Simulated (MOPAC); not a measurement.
Job for MOPAC: PM6 on AsH3 (SMILES [AsH3]).

```
PM6 1SCF PRECISE CHARGE=0 THREADS=1
AsH3

As     0.17899529 1     0.42188609 1     2.68506336 1
H      1.35570265 1     1.08068204 1     3.38148967 1
H     -0.17153720 1    -0.45907138 1     3.87026333 1
H     -0.80157428 1     1.51570157 1     3.06677749 1
```

Program output:

```
*******************************************************************************
 **                                                                           **
 **                              MOPAC v23.2.5                                **
 **                                                                           **
 *******************************************************************************
 ** MOPAC's Digital Object Identifier: https://doi.org/10.5281/zenodo.6511958 **
 **                                                                           **
 ** Please cite the open-source release paper for use of this MOPAC version:  **
 ** J. E. Moussa and J. J. P. Stewart (2026)                                  **
 ** MOPAC: An open-source semiempirical molecular orbital program             **
 ** J. Open Source Softw., 11(119), 8025, https://doi.org/10.21105/joss.08025 **
 *******************************************************************************

                              PM6 CALCULATION RESULTS

 *******************************************************************************
 *  PM6        - The PM6 Hamiltonian to be used
 *
 *
 *
 *                 CHARGE ON SYSTEM = 0
 *
 *
 *
 *  PRECISE    - TIGHTER CRITERIA TO BE USED
 *  1SCF       - DO 1 SCF AND THEN STOP
 *  THREADS=1  - MULTI-THREADING NOT USED
 *  T=         - A TIME OF 172800.0 SECONDS REQUESTED
 *  DUMP=N     - RESTART FILE WRITTEN EVERY 7200.0 SECONDS REQUESTED
 *******************************************************************************
PM6 1SCF PRECISE CHARGE=0 THREADS=1
 AsH3

   ATOM   CHEMICAL          X               Y               Z
  NUMBER   SYMBOL      (ANGSTROMS)     (ANGSTROMS)     (ANGSTROMS)

     1      As          0.17899529  *   0.42188609  *   2.68506336  *
     2       H          1.35570265  *   1.08068204  *   3.38148967  *
     3       H         -0.17153720  *  -0.45907138  *   3.87026333  *
     4       H         -0.80157428  *   1.51570157  *   3.06677749  *



          CARTESIAN COORDINATES

    NO.       ATOM           X           Y           Z

     1        As          0.1790      0.4219      2.6851
     2         H          1.3557      1.0807      3.3815
     3         H         -0.1715     -0.4591      3.8703
     4         H         -0.8016      1.5157      3.0668

 General Reference for PM6:
 "Optimization of Parameters for Semiempirical Methods V: Modification of NDDO Approximations
 and Application to 70 Elements", J. J. P. Stewart, J. Mol. Mod., 13, 1173-1213 (2007)
 URL: https://link.springer.com/article/10.1007/s00894-007-0233-4

           Empirical Formula: H3 As  =     4 atoms



      MOLECULAR POINT GROUP   :   C3v


      RHF CALCULATION, NO. OF DOUBLY OCCUPIED LEVELS = 4


 -------------------------------------------------------------------------------
 PM6 1SCF PRECISE CHARGE=0 THREADS=1
 AsH3



     1SCF WAS SPECIFIED, SO BFGS WAS NOT USED
     SCF FIELD WAS ACHIEVED


                              PM6 CALCULATION
                                                       MOPAC v23.2.5 Linux




          FINAL HEAT OF FORMATION =         11.51287 KCAL/MOL =      48.16984 KJ/MOL


          COSMO AREA              =         67.25 SQUARE ANGSTROMS
          COSMO VOLUME            =         49.54 CUBIC ANGSTROMS

          IONIZATION POTENTIAL    =          9.652153 EV
          HOMO LUMO ENERGIES (EV) =         -9.652  3.720
          NO. OF FILLED LEVELS    =          4
          MOLECULAR WEIGHT        =         77.9453         POINT GROUP:  C3v

          MOLECULAR DIMENSIONS (Angstroms)

            Atom       Atom       Distance
            H     4    H     3     2.22312
            H     3    H     2     1.92525
           As     1    H     2     0.81010


          SCF CALCULATIONS        =          1





   ATOM   CHEMICAL          X               Y               Z
  NUMBER   SYMBOL      (ANGSTROMS)     (ANGSTROMS)     (ANGSTROMS)

     1      As          0.17899529  *   0.42188609  *   2.68506336  *
     2       H          1.35570265  *   1.08068204  *   3.38148967  *
     3       H         -0.17153720  *  -0.45907138  *   3.87026333  *
     4       H         -0.80157428  *   1.51570157  *   3.06677749  *

                             CARTESIAN COORDINATES

   1   As        0.178995290     0.421886090     2.685063360
   2    H        1.355702650     1.080682040     3.381489670
   3    H       -0.171537200    -0.459071380     3.870263330
   4    H       -0.801574280     1.515701570     3.066777490


           Empirical Formula: H3 As  =     4 atoms



      MOLECULAR POINT GROUP   :   C3v


                  EIGENVALUES
 -17.55694 -12.21700 -12.21690  -9.65215   3.72010   3.72016   3.72167  54.85606
  54.85606  54.95875  55.04335  55.04335


              NET ATOMIC CHARGES AND DIPOLE CONTRIBUTIONS

  ATOM NO.   TYPE          CHARGE      No. of ELECS.   s-Pop       p-Pop       d-Pop
    1         As           0.132884        4.8671     1.73126     3.12673     0.00912
    2          H          -0.044294        1.0443     1.04429
    3          H          -0.044295        1.0443     1.04429
    4          H          -0.044295        1.0443     1.04429
 DIPOLE           X         Y         Z       TOTAL
 POINT-CHG.     0.033    -0.185    -0.482     0.517
 HYBRID        -0.078     0.439     1.140     1.224
 SUM           -0.045     0.254     0.659     0.707


          ATOMIC ORBITAL ELECTRON POPULATIONS

     Atom    s        px        py        pz      x^2-y^2     xz        z^2       yz        xy
    1 As   1.73126   0.95556   0.98836   1.18281   0.00040   0.00199   0.00124   0.00265   0.00285
    2  H   1.04429
    3  H   1.04429
    4  H   1.04429

 **********************
 *                    *
 * JOB ENDED NORMALLY *
 *                    *
 **********************




 == MOPAC DONE ==
```

The run finished.

Cost: roughly 0.03 core-seconds.
